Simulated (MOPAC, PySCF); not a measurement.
H$_{3}$InS$_{3}$, SMILES `[SH][In]([SH])[SH]`, neutral singlet in the gas phase. 

Cartesian coordinates (Å):
SMILES: [SH][In]([SH])[SH]
```xyz
7

S     -0.2450     1.9784    -0.4814
In     0.2381    -0.2422     0.2990
S      2.4628    -0.7835     1.0058
S     -1.4378    -1.9563     0.4101
H     -1.5410     1.7105    -0.7177
H      2.9307     0.4473     0.7327
H     -2.4079    -1.1542    -0.0620
```
Charge 0, spin multiplicity 1.

All levels are single points at this geometry (B3LYP-D3(BJ)/def2-TZVP); Pople sets use spherical d functions. Orbital energies aren't observables, and empty levels follow the basis.

PM7 in MOPAC gives dipole (D) = 2.35.

Problem. Estimate the dipole (D) from each of these levels: ωB97X-D3(BJ)/def2-TZVP in PySCF; B3LYP/6-311+G** (LANL2DZ on In) in PySCF; B3LYP/6-31G* (LANL2DZ on In) in PySCF; PBE/6-31G* (LANL2DZ on In) in PySCF; SVWN5/6-31G* (LANL2DZ on In) in PySCF; AM1 in MOPAC; PM3 in MOPAC; PM6 in MOPAC.

Solution. 
```
level                                     dipole (D)
----------------------------------------  ----------
ωB97X-D3(BJ)/def2-TZVP in PySCF                 1.48
B3LYP/6-311+G** (LANL2DZ on In) in PySCF        1.68
B3LYP/6-31G* (LANL2DZ on In) in PySCF           1.81
PBE/6-31G* (LANL2DZ on In) in PySCF             1.85
SVWN5/6-31G* (LANL2DZ on In) in PySCF           1.94
AM1 in MOPAC                                    2.16
PM3 in MOPAC                                    2.51
PM6 in MOPAC                                    1.75
```
